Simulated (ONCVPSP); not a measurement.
**Al (Z = 13): one change to an ONCV potential, before and after**

```
Element                 : Al
Generator               : ONCVPSP 4.0.1
Type                    : optimised norm-conserving Vanderbilt (ONCV)
Functional              : PBE
Relativity              : scalar-relativistic
Frozen core             : [Ne]
Valence charge          : 3
Reference configuration : 3s2 3p1
Partial waves           : 3s: rc 1.95 bohr, ncon 4, nbas 7, qcut 4.1 1/bohr, 2 projectors, debl 3.2 Ha; 3p: rc 1.85 bohr, ncon 4, nbas 7, qcut 4.1 1/bohr, 1 projector
Local potential         : polynomial inside 1.80 bohr (lpopt 5, dvloc0 -1 Ha)
Core correction         : Teter function, fcfact 5.75, rcfact 1.15
```

All-electron outer shells of the reference configuration (PBE, scalar-relativistic, ld1.x):

```tsv
shell	level (eV)	outermost node (bohr)	outermost maximum (bohr)
2s	-108.17	0.16	0.50
2p	-69.64	–	0.43
3s	-7.75	0.80	2.09
3p	-2.71	0.82	2.64
```

Change: s: debl 0.15. In the s channel the program set the typed energies aside and used -0.285, 0.250 Ha.

Cutoffs: the cutoffs (Ha) at which the residual kinetic energy of the hardest occupied pseudo-wave falls to 1 and 0.1 mHa per electron; they do not see the model core or the augmentation charge, which bear on the density cutoff. Errors are all-electron minus pseudo energies relative to the spin-unpolarised reference configuration.

What does the change do?

The potential gets neither clearly harder nor softer (5.9 Ha and 10 Ha → 5.9 Ha and 10 Ha); the errors of the 4 common tests hardly move; the range in which the s phases agree narrows (upper end 3.8 → 2.4); neither file shows a bound ghost.

```tsv
quantity	base	changed
cutoff, loose	5.9 Ha	5.9 Ha
cutoff, tight	10 Ha	10 Ha
bound ghosts	none	none
GHOST(+) flags under 300 eV	s at 147.9 eV	s at 90.6 eV
error for 3s2 3p0, meV [ΔE 5.76 eV]	-1.1	-1.3
error for 3s1 3p0, meV [ΔE 24.99 eV]	+33	+33
error for 3s2 3p0.5, meV [ΔE 2.09 eV]	-0.2	-0.2
error for 3s1 3p1, meV [ΔE 11.57 eV]	+11	+11
s: phases at 1.99 bohr within 0.05 rad from the reference energy up to (Ha; the scan ends near 5)	3.8	2.4
p: phases at 1.88 bohr within 0.05 rad from the reference energy up to (Ha; the scan ends near 5)	1.2	1.2
rms error of d²Exc/dni dnj with the model core, mHa	1.23	1.23
```
